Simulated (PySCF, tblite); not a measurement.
Isomers of C5H11FSSi, one GFN2-xTB conformer each. Single-point energies are computed at PBE0/pcSseg-1 (PySCF, gas phase, no added dispersion term), electronic only.

```csv
SMILES,GFN2-xTB relative energy (kJ/mol)
CC[Si]1(CF)CSC1,235.9
F[C@]1([SiH3])CCCSC1,90.7
C[C@@H]1[SiH2]SC[C@@]1(C)F,0.0
```

Conformers: `[CH3:1][CH2:2][Si:3]1([CH2:4][F:5])[CH2:6][S:7][CH2:8]1` with C1–C2–Si3–C4 56°, C2–Si3–C4–F5 42°; `[F:1][C@:2]1([SiH3:3])[CH2:4][CH2:5][CH2:6][S:7][CH2:8]1` with F1–C2–C4–C5 -62°, C2–C4–C5–C6 -63°, C4–C5–C6–S7 66°, C5–C6–S7–C8 -57°; `[CH3:1][C@@H:2]1[SiH2:3][S:4][CH2:5][C@@:6]1([CH3:7])[F:8]` with C1–C2–Si3–S4 -150°, C2–Si3–S4–C5 -3°, Si3–S4–C5–C6 30°, S4–C5–C6–C7 75°.

Task: What does PBE0/pcSseg-1 give for the same structures?

Result: 
```tsv
SMILES	PBE0/pcSseg-1 E (Eh)	PBE0/pcSseg-1 (kJ/mol)	GFN2-xTB (kJ/mol)	point group
C[C@@H]1[SiH2]SC[C@@]1(C)F	-984.05996	0.0	0.0	C1
CC[Si]1(CF)CSC1	-984.01813	109.8	235.9	C1
F[C@]1([SiH3])CCCSC1	-984.01562	116.4	90.7	C1
```

Both levels put the same isomer lowest; measured from each level's own lowest isomer, the values differ by up to 126.1 kJ/mol (CC[Si]1(CF)CSC1: 235.9 against 109.8). Neighbours under 10 kJ/mol apart (CC[Si]1(CF)CSC1 and F[C@]1([SiH3])CCCSC1) can change places with a better method, another conformer or zero-point energy.

Task: Which frontier levels, dipoles and rotational constants go with these structures?

Result: 
| SMILES | HOMO (eV, PBE0/pcSseg-1) | LUMO (eV) | dipole (D) | A, B, C (MHz) |
| --- | --- | --- | --- | --- |
| C[C@@H]1[SiH2]SC[C@@]1(C)F | -6.90 | -0.05 | 1.61 | 1906, 1344, 969.2 |
| CC[Si]1(CF)CSC1 | -6.29 | -0.08 | 1.70 | 1961, 929.7, 759.7 |
| F[C@]1([SiH3])CCCSC1 | -6.36 | 0.39 | 2.73 | 2483, 996.6, 873.9 |

Task: What happens when harmonic zero-point energies from GFN2-xTB frequencies are added?

Result: 
```csv
SMILES,ZPE (kJ/mol),electronic (kJ/mol),with ZPE (kJ/mol)
C[C@@H]1[SiH2]SC[C@@]1(C)F,388.8,0.0,0.0
CC[Si]1(CF)CSC1,392.0,109.8,113.1
F[C@]1([SiH3])CCCSC1,381.0,116.4,108.6
```

The zero-point energies span 11.0 kJ/mol. The lowest isomer stays, but the order above it changes.
